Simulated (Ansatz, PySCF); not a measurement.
Gas-phase reaction in SMILES: C#C[Si](C#C)(C#C)OC [triethynyl(methoxy)silane] + 3 C (CH4) + O (H2O) + 3 [SiH4] (SiH4) -> 3 C#C (C2H2) + CO (CH4O) [methanol] + 3 C[SiH3] + O[SiH3] [hydroxysilane]
Structures are relaxed separately at B3LYP-D3(BJ)/def2-TZVP in Ansatz (an electronic-structure program), one conformer each, not searched for the lowest. Frequencies are from Ansatz or PySCF.

Property: bond separation energy (enthalpy at 298 K, with B3LYP-D3(BJ) rigid-rotor harmonic-oscillator terms), in kJ/mol. Cores are frozen in the correlated levels unless marked. No spin-orbit coupling. Non-relativistic. CBS(X,Y): correlation extrapolated as X^-3; Hartree-Fock from the larger set. The bracket is a focal-point correction in the basis named.

```
level                                                                 program  bond separation energy (kJ/mol)  minus last row
-------------------------------------------------------------  --------------  -------------------------------  --------------
HF/6-31G*                                                              Ansatz                            177.1            19.1
RI-HF/cc-pV(Q+d)Z                                                      Ansatz                            148.5            -9.5
PBE-D4/def2-TZVPD                                              Ansatz + dftd4                            159.1             1.1
B3LYP-D3(BJ)/def2-TZVPD                                        Ansatz + dftd3                            165.1             7.1
PBE0-D3(BJ)/def2-TZVP                                          Ansatz + dftd3                            152.2            -5.8
PBE0/def2-TZVPD                                                        Ansatz                            144.3           -13.7
PBE0/def2-QZVPP                                                        Ansatz                            141.4           -16.6
CAM-B3LYP-D3(BJ)/def2-TZVPD                                    Ansatz + dftd3                            157.1            -0.9
B2GP-PLYP/def2-TZVPD                                                   Ansatz                            164.2             6.2
B2PLYP-D3(BJ)/def2-TZVPD                                       Ansatz + dftd3                            169.9            11.9
RPA@PBE/cc-pV(T+d)Z                                                    Ansatz                            163.9             5.9
RI-MP2/aug-cc-pV(T+d)Z                                                 Ansatz                            174.9            16.9
CCSD/cc-pV(T+d)Z                                                       Ansatz                            155.9            -2.1
CCSD(T)/cc-pV(D+d)Z                                                    Ansatz                            174.4            16.4
RI-MP2/CBS(cc-pV(T+d)Z,cc-pV(Q+d)Z)+[CCSD(T)-MP2]/cc-pV(T+d)Z          Ansatz                            158.0             0.0
```
